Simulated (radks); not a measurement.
Task: The table gives one normalised radial function P(r) = r R(r) (large component) of As11.7+ in [Ar] 3d3.3 (r in bohr). Method: Dirac Kohn-Sham, LDA (Slater exchange, Perdew-Wang correlation), spin-unpolarised, spherical densities, point nucleus; open shells are shared between the two j in proportion to 2j + 1; computed with a radial shooting solver on a logarithmic mesh with Libxc functionals.

r,P
0.002666,0.0000
0.002982,0.0000
0.003362,0.0000
0.003761,0.0000
0.004207,0.0001
0.004705,0.0001
0.005263,0.0001
0.005886,0.0002
0.006584,0.0002
0.007364,0.0003
0.008237,0.0004
0.009213,0.0005
0.01031,0.0007
0.01153,0.0010
0.013,0.0014
0.01454,0.0019
0.01626,0.0026
0.01819,0.0036
0.02034,0.0048
0.02275,0.0066
0.02545,0.0089
0.02846,0.0119
0.03184,0.0160
0.03561,0.0215
0.03983,0.0287
0.04455,0.0381
0.04983,0.0504
0.05618,0.0675
0.06284,0.0882
0.07029,0.1144
0.07862,0.1474
0.08794,0.1883
0.09836,0.2384
0.11,0.2990
0.1231,0.3709
0.1376,0.4549
0.154,0.5508
0.1722,0.6578
0.1926,0.7739
0.2154,0.8958
0.2429,1.0271
0.2717,1.1440
0.3039,1.2475
0.3399,1.3299
0.3802,1.3830
0.4252,1.4003
0.4756,1.3771
0.532,1.3124
0.595,1.2086
0.6656,1.0722
0.7444,0.9128
0.8327,0.7424
0.9388,0.5621
1.05,0.4084
1.175,0.2782
1.314,0.1762
1.469,0.1029
1.644,0.0548
1.838,0.0264

Which n and l does it have? It may be an empty orbital.

Result: n = 3, l = 2: the number of nodes gives n - l - 1 = 0, the rise at small r points to l (for j = l - 1/2 the large component starts as r^gamma with gamma = sqrt(l^2 - (Z/c)^2) = 1.99 and the r^(l+1) term takes over further out; the orbital of l - 1 with the same j starts with the same power, but with a larger coefficient, and does not steepen), and the extent must fit the shell. The curve is that of 3d3/2; the two j differ most near the nucleus, where j = l - 1/2 has the larger amplitude, and in heavy atoms j = l - 1/2 is also the more compact. 3d3/2: eigenvalue -340.84 eV, 0 radial nodes, <r> = 0.526 bohr, 90 % of the charge inside 0.828 bohr.
